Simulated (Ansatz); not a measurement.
Abridged output of a molecular run in Ansatz:

```
Functional definition: HF
1213 factors; integrals over basis functions are off by at most 8.7e-4 eV
mean field evaluation 1: about -21395.1014 eV, gradient 4.7e1 eV
mean field evaluation 2: about -21395.1499 eV, gradient 4.7e1 eV
mean field evaluation 4: about -21398.9684 eV, gradient 2.3e0 eV
mean field evaluation 8: about -21399.0166 eV, gradient 2.9e-1 eV
mean field evaluation 16: about -21399.0173 eV, gradient 1.6e-6 eV
mean field -21399.01725955 eV, -786.3993795137 hartree, gradient 1.6e-6 eV, S^2 0.000000; 0 other end points of the search recorded, 0 dependent functions left out
11 core orbitals not correlated: weight in the atoms' cores, before any rotation towards them, 1.000 or more for the frozen orbitals, at most 0.000 for the correlated occupied ones
reference -21399.01725955 eV, -786.3993795137 hartree; 17, 17 occupied and 140, 140 virtual orbitals, 1213 factors
second order -26.01986355 eV of doubles, -0.00000000 eV of singles
cycle   1  -25.49739022 eV  change    5.2e-1 eV  update   1.3e-1
cycle   2  -26.08061583 eV  change   -5.8e-1 eV  update   4.5e-2
cycle   3  -26.23672654 eV  change   -1.6e-1 eV  update   2.5e-2
cycle   4  -26.22753656 eV  change    9.2e-3 eV  update   7.3e-3
cycle   5  -26.21845617 eV  change    9.1e-3 eV  update   2.7e-3
cycle   6  -26.21931389 eV  change   -8.6e-4 eV  update   9.2e-4
cycle   7  -26.21940546 eV  change   -9.2e-5 eV  update   2.8e-4
cycle   8  -26.21922674 eV  change    1.8e-4 eV  update   9.8e-5
cycle   9  -26.21923190 eV  change   -5.2e-6 eV  update   3.4e-5
perturbative correction -0.88569889 eV, -0.0325488340 hartree
Total energy: -21426.12219035 eV, -787.3954673480 hartree
```

Its atoms:

Cartesian coordinates in Å:
```
F 0.951 -0.727 1.681
In 0.172 0.436 0.346
F 0.355 2.298 0.815
S -0.861 -0.365 -1.596
H -0.618 -1.642 -1.246
```

**Question.** Which basis set was used?
A. def2-TZVPP
B. def2-SVPD
C. def2-SVP
D. cc-pV(Q+d)Z

**Answer.** A. It gives 168 functions.

**Question.** Write the keys of the input that set method, charge and spin (a neutral closed shell needs none for the last two).

**Answer.** 
```yaml
correlation: {method: ccsd_t}
```
